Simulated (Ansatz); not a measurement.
Molecule: C$_{2}$H$_{4}$BO, charge 0, multiplicity 2. It need not be the lowest isomer of its formula. SMILES: C([B]O)=C
Coordinates optimised at B3LYP-D3(BJ)/def2-TZVP (Ansatz, a first-principles code):
```xyz
8

C      1.8803    -0.0492    -0.1337
C      0.5989    -0.4004    -0.2635
B     -0.5586     0.4528     0.2914
O     -1.8523     0.1036     0.1634
H      2.1598     0.8659     0.3762
H      2.6914    -0.6528    -0.5259
H      0.3638    -1.3300    -0.7842
H     -2.4785     0.7215     0.5534
```
Charge 0, spin multiplicity 2.

Parts of the frozen-core correlation energy in STO-3G (Ansatz, hartree). Frozen orbitals: 4; correlated occupied orbitals by spin: 11 and 10; virtual: 9 and 10. Open shells are spin-unrestricted. No spin-orbit coupling. No relativistic terms.

```
term                            value
-------------------------  ----------
reference (HF)             -175.28111
MP2 opposite-spin            -0.13696
MP2 same-spin                -0.02775
CCSD correlation             -0.23036
(T)                          -0.00528
T1 diagnostic                   0.049
largest doubles amplitude       0.155
<S^2> of the reference          1.036
```
